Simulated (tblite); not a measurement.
Compound: C₄H₆BClSi.
Atom-mapped SMILES: `[BH2:1]/[CH:2]=[C:3]1/[CH:4]=[CH:5][Si@H:6]1[Cl:7]` (hydrogens: H8, H9 on B1; H10 on C2; H11 on C4; H12 on C5; H13 on Si6)

Computed with GFN2-xTB (tblite), gas phase: L-BFGS steps from a force-field or distance-geometry start until the largest atomic force falls under 0.01 eV/Å.

Step 11: E = -519.1028 eV
```
atom  x, y, z in Å  |  force x, y, z in eV/Å
B1      2.3637    0.3025   -0.3958   -0.024  -0.086   0.008
C2      1.3323   -0.7388    0.0386   -0.135  -0.032   0.048
C3      0.0232   -0.4294    0.0820   -0.092   0.090  -0.090
C4     -1.1783   -1.1687    0.4371   -0.046  -0.084   0.052
C5     -2.1832   -0.2833    0.2834    0.040  -0.009  -0.019
Si6    -1.0294    1.1197   -0.2798   -0.041   0.130   0.065
Cl7    -0.8037    2.6184    1.0419   -0.043   0.073  -0.051
H8      1.9709    1.3667   -0.6938    0.102   0.000  -0.010
H9      3.4980    0.0312   -0.4359    0.081   0.053  -0.019
H10     1.6186   -1.7457    0.3300    0.007  -0.027   0.008
H11    -1.2576   -2.1886    0.7571    0.128  -0.278   0.063
H12    -3.2290   -0.4805    0.4665    0.066   0.102  -0.049
H13    -1.1298    1.5970   -1.6490   -0.042   0.068  -0.007
```

Step 12: E = -519.1077 eV
```
atom  x, y, z in Å  |  force x, y, z in eV/Å
B1      2.3665    0.3007   -0.3961   -0.045  -0.101   0.018
C2      1.3304   -0.7385    0.0387   -0.077  -0.024   0.033
C3      0.0220   -0.4260    0.0787   -0.066  -0.009  -0.031
C4     -1.1763   -1.1725    0.4378   -0.044  -0.065   0.029
C5     -2.1807   -0.2860    0.2828   -0.015  -0.042   0.016
Si6    -1.0316    1.1224   -0.2747   -0.056   0.056  -0.099
Cl7    -0.8067    2.6225    1.0324   -0.029   0.162   0.048
H8      1.9683    1.3647   -0.6931    0.134  -0.023  -0.008
H9      3.5031    0.0294   -0.4357    0.019   0.067  -0.017
H10     1.6119   -1.7475    0.3319    0.006   0.006  -0.005
H11    -1.2520   -2.1960    0.7585    0.131  -0.153   0.022
H12    -3.2280   -0.4795    0.4661    0.084   0.091  -0.049
H13    -1.1314    1.6068   -1.6451   -0.042   0.033   0.042
```

Q: Estimate the geometry and energy of step 13. (The exact step hangs on the optimiser's Hessian estimate; all steps are aligned on step 12, rigid shifts and turns removed.)

A: E = -519.1117 eV, largest force 0.211 eV/Å
```
atom  x, y, z in Å  |  force x, y, z in eV/Å
B1      2.3674    0.2973   -0.3959   -0.038  -0.078   0.018
C2      1.3272   -0.7391    0.0397   -0.020  -0.010   0.009
C3      0.0193   -0.4238    0.0757   -0.021  -0.094   0.023
C4     -1.1756   -1.1766    0.4390   -0.034  -0.034  -0.001
C5     -2.1787   -0.2881    0.2824   -0.024  -0.070   0.039
Si6    -1.0343    1.1259   -0.2724   -0.057  -0.019  -0.155
Cl7    -0.8094    2.6287    1.0266   -0.024   0.190   0.089
H8      1.9695    1.3626   -0.6928    0.142  -0.043  -0.004
H9      3.5069    0.0297   -0.4359   -0.034   0.059  -0.010
H10     1.6079   -1.7490    0.3332   -0.013   0.027  -0.009
H11    -1.2452   -2.2044    0.7599    0.120  -0.019  -0.017
H12    -3.2258   -0.4776    0.4650    0.047   0.074  -0.038
H13    -1.1335    1.6148   -1.6423   -0.044   0.017   0.056
```

The energy changes by -0.0040 eV. The first-order estimate −F·Δx gives -0.0054 eV and the mean of the old and new forces, exact on a quadratic surface, -0.0040 eV. The step makes an angle of 50° with the force vector and moves no atom by more than 0.011 Å.

What follows is the cost of the whole relaxation. Hardware: one thread of an AMD EPYC 7B13 (shared host). Cost: 0.4 s of wall time.
